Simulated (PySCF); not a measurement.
**Relaxation of quartet ReCl2**

These are results of UPBE0/[Re def2-SVP with ECP60, Cl def2-SVP], scalar-relativistic core potentials, density fitting, no spin–orbit coupling, PySCF, not measurements. A (50,194) grid was used.

A start displaced from a saddle point along its imaginary mode, of C2v symmetry, held to at least that symmetry:

```xyz
3
charge 0 multiplicity 4, angstrom
Re   -0.0932    0.0078    0.0000
Cl    0.2491   -0.0208    2.2342
Cl    0.2491   -0.0208   -2.2342
```

(1) What does it relax to?

(2) How much energy is released, and in how many steps?

## Answers

(1) It ends at C2v with Re–Cl 2.230 Å (×2); Cl–Re–Cl 155.6° (after a last refinement on a finer grid). The frequency run here used a shortcut that can spoil soft modes, so no verdict on minimum or saddle point is given.

(2) 1.9 kJ/mol in 6 steps.

Other spin states or occupations of the open shell can lie lower. At this level a sextet minimum of D∞h symmetry lies 93 kJ/mol below this structure. With an element this heavy the missing spin–orbit coupling can shift these numbers.

The relaxation took 51 s on 2 threads of a shared Intel Xeon @ 2.50GHz (Skylake/Cascade Lake) host, with 68 basis functions and 7 gradients; the process peaked at 0.7 GiB.
